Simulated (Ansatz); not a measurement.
`C[SiH2]N(C)C`, relaxed with RKS PBE-D4/def2-SVP in Ansatz 0.2.0 from a rough embedded geometry. The force threshold is 0.03 eV/Å; the program also tests the step.

Charge 0, multiplicity 1.

Start:

```xyz
16

C     2.299    0.427    0.221
Si    0.627    0.538    0.882
N    -0.511   -0.426   -0.016
C    -1.790   -0.666    0.581
C    -0.711   -0.146   -1.438
H     2.404    0.749   -0.840
H     3.057    0.968    0.793
H     2.682   -0.634    0.186
H     0.158    1.960    0.791
H     0.567    0.070    2.263
H    -2.320   -1.546   -0.002
H    -1.695   -1.092    1.584
H    -2.465    0.075    0.595
H     0.233   -0.095   -2.013
H    -1.275   -0.971   -1.921
H    -1.260    0.790   -1.666
```

| step | energy (eV) | largest force (eV/Å) | largest move (Å) |
| --- | --- | --- | --- |
| 1 | -12641.4625 | 5.338 | 0.000 |
| 2 | -12641.9621 | 1.742 | 0.103 |
| 3 | -12641.9703 | 0.543 | 0.200 |
| 4 | -12642.0475 | 0.194 | 0.132 |
| 5 | -12642.0517 | 0.082 | 0.148 |
| 6 (rejected) | -12642.0333 | 0.299 | 0.141 |
| 7 | -12642.0567 | 0.047 | 0.070 |
| 8 | -12642.0581 | 0.022 | 0.033 |

End:

```xyz
16

C     2.316    0.369    0.133
Si    0.605    0.579    0.897
N    -0.602   -0.296   -0.031
C    -1.849   -0.708    0.584
C    -0.684   -0.147   -1.470
H     2.390    0.859   -0.858
H     3.079    0.835    0.790
H     2.565   -0.705    0.014
H     0.336    2.068    1.029
H     0.554   -0.007    2.285
H    -2.205   -1.670    0.147
H    -1.712   -0.868    1.673
H    -2.677    0.034    0.453
H     0.306    0.104   -1.902
H    -1.019   -1.097   -1.949
H    -1.402    0.649   -1.794
```

Run time 23 s (2 threads of an AMD EPYC 7R13 on a shared host); peak host memory 0.58 GiB.
